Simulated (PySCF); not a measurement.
SnClF3.
Geometry (PBE0-D3(BJ)/def2-SVP, Å), atoms numbered from 1 in this order:
```
atom  x, y, z in Å
Sn1    0.020   -0.019   -0.052
Cl2   -0.255   -0.106    2.223
F3     1.869   -0.022   -0.519
F4    -0.757    1.550   -0.808
F5    -0.802   -1.513   -0.905
```

The calculation used PBE0-D3(BJ)/def2-SVP geometry optimisation, gas phase, def2 core potentials past Kr (PySCF 2.14.0).

(1) Which atoms are bound to Sn1, and at what distances?

(2) List the angles at Sn1.

(3) What is the shape at Sn1?

(4) What are the rotational constants (commonest isotopes, rigid rotor)?

Results:

(1) 4 atoms: F5 1.907 Å, F3 1.907 Å, F4 1.907 Å, Cl2 2.292 Å.

(2) 
```json
{"angle": "Cl2–Sn1–F4", "degrees": "112.1", "distance of the outer atoms (Å)": "3.49"}
{"angle": "Cl2–Sn1–F5", "degrees": "111.3", "distance of the outer atoms (Å)": "3.47"}
{"angle": "Cl2–Sn1–F3", "degrees": "111.1", "distance of the outer atoms (Å)": "3.47"}
{"angle": "F3–Sn1–F5", "degrees": "107.9", "distance of the outer atoms (Å)": "3.08"}
{"angle": "F3–Sn1–F4", "degrees": "107.4", "distance of the outer atoms (Å)": "3.07"}
{"angle": "F4–Sn1–F5", "degrees": "106.9", "distance of the outer atoms (Å)": "3.06"}
```

(3) Tetrahedral: angles from 106.9° to 112.1°; τ4 = (360° − α − β)/141° = 0.97 with α and β the two widest (0 for a square, 1 for a tetrahedron).

(4) A = 2816, B = 1725, C = 1717 MHz: a prolate symmetric top.

Point group: C3v (every atom within 0.08 Å of its image). Charge 0, singlet. Stationary, but not proved a minimum.
